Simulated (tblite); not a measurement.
A tight-binding relaxation on `N[SiH2]OC(C)C`.

Computed with GFN2-xTB geometry optimisation, gas phase (tblite 0.8.0). Start geometry: from a force field or distance geometry. The command runs a driver script over a list of jobs; the input below is this job's line of settings and its coordinates in Å.

Command:
```bash
OMP_NUM_THREADS=1 python probes_run.py task.json out
```

Input:
```
{"job": {"kind": "relax", "xc": "GFN2-xTB", "basis": "xTB"}, "charge": 0, "multiplicity": 1}
C     -1.274100    -1.366500    -0.229600
C     -0.872700     0.055600     0.187500
C     -1.836600     1.068100    -0.340100
O      0.336400     0.286200    -0.436500
Si     1.664200     0.509500     0.605900
N      2.927000    -0.624300    -0.018400
H     -2.203200    -1.310900    -0.837900
H     -0.477700    -1.828000    -0.851800
H     -1.419100    -2.028400     0.640900
H     -0.803500     0.050600     1.310700
H     -2.590500     1.393800     0.391600
H     -2.362900     0.643700    -1.227500
H     -1.202100     1.934700    -0.644300
H      2.166200     1.882300     0.394500
H      1.391000     0.321900     2.013600
H      3.838700    -0.133200     0.039500
H      2.711800    -0.843300    -1.008200
```

Q: What does the run print?

A: 
```
step      E/eV     max force
  0    -565.78722    3.295
  1    -566.10287    1.497
  2    -566.21087    0.971
  3    -566.24981    0.758
  4    -566.29841    0.540
  5    -566.31874    0.501
  6    -566.35263    0.448
  7    -566.37106    0.362
  8    -566.38071    0.213
  9    -566.38639    0.252
... (77 lines left out)
 87    -566.64256    0.019
 88    -566.64260    0.018
 89    -566.64266    0.014
 90    -566.64271    0.014
 91    -566.64274    0.014
 92    -566.64277    0.013
 93    -566.64280    0.010
 94    -566.64283    0.012
 95    -566.64287    0.010
 96    -566.64289    0.010
```

«max force» is the largest atomic force in eV/Å.

Q: From which step on does the largest force stay under 0.1 eV/Å, and how much energy is left to gain from there?

A: From step 70 (0.089 eV/Å), 5.6 meV above the end.

Main results: energy lowered by 19.7 kcal/mol over 96 steps; largest atomic force 0.010 eV/Å at the end.

Q: Where do the atoms end?

A: 0.579 Å rms from the input after alignment:
```
atom  x, y, z in Å
C1    -1.5913   -1.4290   -0.1172
C2    -0.9188   -0.1061    0.2409
C3    -1.5434    1.0609   -0.5206
O4     0.4419   -0.2161   -0.0693
Si5    1.7047    0.5272    0.6140
N6     3.0062   -0.3264   -0.1110
H7    -2.6465   -1.4001    0.1404
H8    -1.4877   -1.6175   -1.1830
H9    -1.1124   -2.2401    0.4251
H10   -1.0315    0.0746    1.3203
H11   -2.6043    1.1320   -0.2966
H12   -1.4132    0.9121   -1.5898
H13   -1.0570    1.9907   -0.2375
H14    1.6628    1.9777    0.3564
H15    1.7690    0.3010    2.0602
H16    3.9336    0.0421    0.0064
H17    2.8810   -0.6709   -1.0487
```

Hardware: Arm Neoverse N1, one thread, on a shared host. Cost: 0.89 s wall.
Labels such as C1 count atoms from 1, the log's own numbers from 0.
